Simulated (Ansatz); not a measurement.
Ansatz (a quantum-chemistry and plane-wave program) input file for Si(H)(Cl) cation (ClHSi), SMILES [SiH]Cl (connectivity only; charge and spin as stated), charge +1, multiplicity 2, PBE/def2-TZVPD. The structure is a stationary point at B3LYP-D3(BJ)/def2-TZVP. The multiplicity is an assumed one; other spin states were not compared. The isomer is the one that the SMILES or the coordinates give; other isomers of the formula were not compared.

Ansatz 0.2 input:
```yaml
crystal:
  periodic: [false, false, false]
  atoms:
    - {symbol: Si, position_ang: [-0.11742549, 1.01764553, 0.00000000]}
    - {symbol: H, position_ang: [1.18829438, 1.76913880, 0.00000000]}
    - {symbol: Cl, position_ang: [0.02680367, -0.94212802, 0.00000000]}
basis:
  gaussian:
    orbitals: def2-TZVPD
hamiltonian:
  xc: {name: PBE}
total_charge: 1
magnetization: {spin_polarized: true, initial_magnetization: 1}
```

It prints:

```
WARN ansatz: RAYON_NUM_THREADS=1 ignored (pool sized by the plan → 1); use --threads N
Functional definition: PBE
integrals: 0.02 GiB planned
606 factors; their error is unknown
mean field: 0.26 GiB planned
mean field evaluation 1: about -20394.3181 eV, gradient 2.9e1 eV
mean field evaluation 2: about -20353.9509 eV, gradient 8.1e1 eV
mean field evaluation 4: about -20398.4171 eV, gradient 6.9e0 eV
mean field evaluation 8: about -20398.6642 eV, gradient 1.4e-1 eV
mean field evaluation 16: about -20398.6567 eV, gradient 3.0e-5 eV
mean field -20398.65673191 eV, -749.6368081914 hartree, gradient 3.0e-5 eV, S^2 0.753763; 0 other end points of the search recorded, 0 dependent functions left out
reference -20398.65676995 eV, -749.6368095897 hartree; 16, 15 occupied and 82, 83 virtual orbitals, 606 factors
Total energy: -20398.65676995 eV, -749.6368095897 hartree
```

Self-consistency was reached.

Cost: about 1.9 core-seconds (a rough figure).
